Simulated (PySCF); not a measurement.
## Dipole response of Mn⁺ (manganese, charge +1)

[Ar] 3d5 4s1, high-spin 7S determinant. Calculation: PySCF 2.14, in x2c-TZVPPall with one added diffuse shell each of s, p, d, f type (7s6p5d3f1g, 80 functions); scalar relativity by spin-free X2C-1e. Coupled (time-dependent) response in atomic units; α is the mean over directions.

| method | mean α (bohr³) | C₆ (like pair) | S(−4) |
| --- | --- | --- | --- |
| M06 | 24.44 | 117.8 | 505.0 |

S(−4) is the Cauchy moment in α(ω) = α(0) + S(−4) ω² + …

α(iu) at M06:

| u (hartree) | α(iu) (bohr³) |
| --- | --- |
| 0 | 24.44 |
| 0.0500 | 23.25 |
| 0.100 | 20.39 |
| 0.200 | 14.22 |
| 0.300 | 10.06 |
| 0.500 | 5.952 |
| 0.750 | 3.841 |
| 1.00 | 2.811 |
| 1.50 | 1.797 |
| 2.00 | 1.288 |
| 3.00 | 0.7690 |
| 5.00 | 0.3639 |

A single London oscillator, α(iu) = α/(1 + u²/ω²), gives C₆ = (3/4) ω α². Matching the computed C₆ needs ω = 4 × 117.8 / (3 × 24.44²) = 0.263 hartree.

For an ion, C₆ is the dispersion term alone; charge-induced terms of lower order in 1/R come first.
